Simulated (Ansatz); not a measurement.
`C[Se][SiH2]N` + PH₃ → `C[Se]P` + `N[SiH3]` at 600 K and 1 bar (ligand exchange at the Se–Si bond).

Calculated with Ansatz (gas phase, PBE0-D4/def2-TZVP geometries, no zero-point term in ΔE). CBS: MP2 limit from def2 TZ/QZ plus the TZ coupled-cluster correction, frozen cores. This one scheme is used for every species. For Se outer-core shells are correlated without core-valence functions, which leaves a few kJ/mol of doubt a bond. Scalar relativity is left out up to krypton. One conformer a species, not always the lowest.

```tsv
species	CCSD(T)/CBS energy (Eh)	H − E (kJ/mol)	S (J/(mol·K))
`C[Se][SiH2]N`	-2786.80616	278.3	461.0
PH₃	-342.72256	86.3	240.2
`C[Se]P`	-2782.70431	192.9	391.6
`N[SiH3]`	-346.80422	170.6	320.8
```

H − E and S are ideal-gas, rigid-rotor, harmonic terms from PBE0-D4/def2-TZVP, for one conformer and one mirror image of each species. 1 Eh = 2625.50 kJ/mol, R = 8.31446 J/(mol·K).

Question: By hand: ΔE, ΔH, ΔS and ΔG.

Answer: ΔE = (-2782.70431) + (-346.80422) − (-2786.80616) − (-342.72256) = 0.02019 Eh = 53.0 kJ/mol. Δ(H − E) = 192.9 + 170.6 − 278.3 − 86.3 = -1.1, so ΔH = 51.9 kJ/mol. ΔS = 391.6 + 320.8 − 461.0 − 240.2 = 11.2 J/(mol·K). ΔG = 51.9 − 600 × (11.2)/1000 = 45.2 kJ/mol.

Question: By hand: the equilibrium constant, and the temperature at which ΔG would vanish if ΔH and ΔS stayed fixed.

Answer: log₁₀ K = −ΔG/(RT ln 10) = -3.9. ΔG = 0 at ΔH/ΔS = 4634 K, far beyond where these terms or the molecules hold.

The number of gas molecules stays the same, so ΔS is small and ΔH decides. A doubt of 5 kJ/mol in ΔE shifts log₁₀ K by 0.4 here. Other conformers and mirror images would add mixing entropy, several J/(mol·K) or more a flexible species. These are equilibria of isolated gas molecules and say nothing of rates. Largest T1 diagnostic: 0.013 (customary marks: 0.02 for closed shells, 0.045 for open ones).
